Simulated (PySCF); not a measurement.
Si(H)3(NHiPr) (C3H11NSi), SMILES CC(C)N[SiH3]. Atoms are numbered in the order given.

```xyz
16

Si     1.8250     0.3634     0.2357
N      0.4098    -0.6183     0.0322
C     -0.9712    -0.2145     0.2415
C     -1.1915     1.2057    -0.2576
C     -1.9053    -1.1937    -0.4552
H      1.9168     1.0643     1.5625
H      1.9380     1.4239    -0.8122
H      2.9825    -0.5730     0.1140
H      0.5540    -1.6123     0.1743
H     -1.2218    -0.2251     1.3248
H     -2.2320     1.5191    -0.0881
H     -0.5441     1.9278     0.2669
H     -0.9756     1.2751    -1.3355
H     -2.9596    -0.9298    -0.2818
H     -1.7153    -1.1956    -1.5400
H     -1.7532    -2.2194    -0.0820
```
Charge 0, spin multiplicity 1.

Geometry: PBE0-D3(BJ)/def2-SVP. Other conformers were not sampled.

Two levels are set side by side: PBE/pcSseg-1 (PySCF) and HF/pcSseg-1 (PySCF). GIAO shifts against NH3 (¹⁵N), TMS (²⁹Si), TMS (¹H), TMS (¹³C) at the same level; non-relativistic, no solvent, atoms listed together averaged. Differences are taken from unrounded values.

| quantity | HF | PBE | PBE minus HF |
|---|---|---|---|
| δ(²⁹Si) of Si1 (ppm) | -56.5 | -63.9 | -7.4 |
| δ(¹⁵N) of N2 (ppm) | 24.8 | 46.1 | 21.3 |
| δ(¹³C) of C3 (ppm) | 41.1 | 50.8 | 9.7 |
| δ(¹H) of H9 (ppm) | 0.00 | 0.17 | 0.17 |
| δ(¹H) of H10 (ppm) | 2.93 | 3.72 | 0.79 |

Rough cost on one machine, each run with all the roots and properties that it gave: HF against PBE within a factor of 2.
